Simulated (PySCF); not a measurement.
Labels have come off several samples. The candidates:

A. SMILES C1CC2(CCC2)C1
B. `InChI=1S/C7H12/c1-2-4-7(3-1)5-6-7/h1-6H2`
C. `FC(F)[C@]1(C(F)(F)F)COBO1`

Spectrum 1. 13C{1H} NMR (computed): δ 128.4 (C, qdd, J = 348.6, 6.4, 2.2 Hz), 114.8 (CH, dd, J = 308.7, 306.3 Hz), 82.8 (C, qdd, J = 30.5, 26.2, 23.9 Hz), 67.3 (CH2, d, J = 4.9 Hz).

Spectrum 2. 13C{1H} NMR (computed): δ 40.1 (CH2), 31.2 (CH2), 19.6 (C), 18.7 (CH2).

Spectrum 3. 13C{1H} NMR (computed): δ 42.7 (C), 36.4 (CH2), 17.8 (CH2).

[PySCF 2.14: NMR shieldings at PBE0/pcSseg-1/GIAO; geometry: PBE0-D3(BJ)/def2-SVP; spin–spin couplings from B3LYP/pcJ-1 (spin–dipole term left out of most H,H and C,H couplings); averaged over atoms made equivalent by symmetry, fast rotation or ring inversion; a single conformation; relativity neglected; in vacuum]

References, each an isolated molecule treated in the same way: 13C (σref 184.41) vs TMS. One-bond C–F couplings are unscaled and too large by tens of Hz. Carbons bonded to boron are broad in practice. Shifts are as computed. Against solution values, carbons near 30 ppm lie about +2 ppm off and those near 130 ppm about +5 ppm. Of 1211 compounds with measured shifts, 218 miss one by over three times the rms of a fit or turn the order of signals round; such compounds aren't used in these exercises.

Which spectrum belongs to which compound?

Results:

1–C, 2–B, 3–A.

- Spectrum 1 (C): 4 13C signals; δC 128.4 is a CF3 carbon; δC 114.8 is an sp3 CH bonded to 2 F.
- Spectrum 2 (B): 4 13C signals; δC 40.1 is an sp3 CH2 in a ring; δC 31.2 is an sp3 CH2 in a ring.
- Spectrum 3 (A): 3 13C signals; δC 42.7 is a quaternary sp3 carbon in a ring; δC 36.4 is an sp3 CH2 in a ring.
